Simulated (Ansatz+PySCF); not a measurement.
The numbers below are computed, except where a source is named.
This PySCF input gave a total energy of -2079.62820 hartree.

```python
from pyscf import gto, scf

mol = gto.M(atom="""
Al 0.000000 0.000000 0.000000
Cl 1.348430 1.348430 1.348430
Cl 1.348430 -1.348430 -1.348430
Cl -1.348430 1.348430 -1.348430
Cl -1.348430 -1.348430 1.348430
""", basis='def2-svp', charge=-1, spin=0)
mf = scf.UHF(mol)
mf.kernel()
print(mf.converged, mf.e_tot, mf.spin_square()[0])
```

(1) Write an input for Ansatz with the same method and basis set.

## Answers

(1)

```yaml
crystal:
  periodic: [false, false, false]
  atoms:
    - { symbol: Al, position_ang: [0.0, 0.0, 0.0] }
    - { symbol: Cl, position_ang: [1.34843, 1.34843, 1.34843] }
    - { symbol: Cl, position_ang: [1.34843, -1.34843, -1.34843] }
    - { symbol: Cl, position_ang: [-1.34843, 1.34843, -1.34843] }
    - { symbol: Cl, position_ang: [-1.34843, -1.34843, 1.34843] }
basis:
  gaussian: { orbitals: def2-SVP }
total_charge: -1
magnetization:
  spin_polarized: true
hamiltonian:
  xc: hf
scf:
  omitted_lower_state_checks: [stability, starts, atomic_configurations, cluster_reference, orbital_swaps, given_window_search, neighbouring_geometries, increment]
```

Ansatz (development build ahead of 0.2.0) gave -2079.62820 hartree, 0.05 meV from the first. Caution: no diffuse functions for an anion.
